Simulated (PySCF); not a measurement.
In²⁺: excitation energy

In²⁺ [Kr] 4d10 5s1 (2S) → In²⁺ [Kr] 4d10 5d1 (2D), as a difference of total energies. Calculation: PySCF 2.14, in aug-cc-pwCVDZ-PP with ECP28MDF; scalar relativity through the core potential. Correlated levels: valence and next inner shell: nothing frozen outside the core potential. The calculations carry no spin-orbit coupling.

```tsv
method	excitation energy (cm⁻¹)
UHF	120170
MP2 (valence and next inner shell)	129110
SCS-MP2 (valence and next inner shell)	127580
CCSD (valence and next inner shell)	127950
CCSD(T) (valence and next inner shell)	127850
```

The promoted electron is Rydberg-like, and one or two diffuse shells describe it only roughly, which tends to raise the upper state.
